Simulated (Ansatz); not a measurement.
Molecule (SMILES): [Ge]=[S] (S-Ge) (closed-shell singlet).
Atoms: Ge1, S2. Bonds: Ge1-S2.

How fast the highest harmonic wavenumber converges with the basis for several methods (Ansatz, a first-principles code): deviation from each method's own reference, in cm⁻¹. References: B3LYP 571 cm⁻¹, the value in pcseg-3; CCSD(T) 574 cm⁻¹, the value in cc-pV(Q+d)Z; HF 632 cm⁻¹, the value in pcseg-3; MP2 580 cm⁻¹, the value in def2-QZVPP; PBE 557 cm⁻¹, the value in pcseg-3. Cartesian d functions, on some or all atoms, in 6-31G*, 6-311G**; all else is spherical. In correlated methods cores are frozen (with 3d on Ga to Br). No added dispersion term, no relativity. Each level at its own minimum, unscaled; the references are large sets that could be run, not limits.

```json
[
 {"basis": "cc-pV(D+d)Z", "functions": "50", "B3LYP": "-1", "CCSD(T)": "-10", "HF": "___", "MP2": "-2", "PBE": "-1"},
 {"basis": "def2-SVP", "functions": "50", "B3LYP": "6", "CCSD(T)": "-4", "HF": "___", "MP2": "4", "PBE": "4"},
 {"basis": "6-31G*", "functions": "54", "B3LYP": "-7", "CCSD(T)": "-8", "HF": "___", "MP2": "1", "PBE": "-6"},
 {"basis": "6-311G**", "functions": "71", "B3LYP": "-5", "CCSD(T)": "-11", "HF": "___", "MP2": "-3", "PBE": "-5"},
 {"basis": "pcseg-2", "functions": "77", "B3LYP": "-1", "CCSD(T)": "0", "HF": "___", "MP2": "4", "PBE": "-1"},
 {"basis": "cc-pV(T+d)Z", "functions": "82", "B3LYP": "2", "CCSD(T)": "-3", "HF": "___", "MP2": "-1", "PBE": "2"},
 {"basis": "def2-TZVPPD", "functions": "105", "B3LYP": "2", "CCSD(T)": "-4", "HF": "___", "MP2": "-2", "PBE": "3"},
 {"basis": "aug-cc-pV(T+d)Z", "functions": "114", "B3LYP": "0", "CCSD(T)": "-7", "HF": "___", "MP2": "-6", "PBE": "0"}
]
```

Some entries are withheld; supply them.


- cc-pV(D+d)Z, HF: 5
- def2-SVP, HF: 10
- 6-31G*, HF: -2
- 6-311G**, HF: -4
- pcseg-2, HF: 0
- cc-pV(T+d)Z, HF: 2
- def2-TZVPPD, HF: 1
- aug-cc-pV(T+d)Z, HF: -1

Mean absolute deviation over 6-311G**, pcseg-2, cc-pV(T+d)Z, def2-TZVPPD, aug-cc-pV(T+d)Z: HF 2, PBE 2, B3LYP 2, MP2 3, CCSD(T) 5 cm⁻¹.
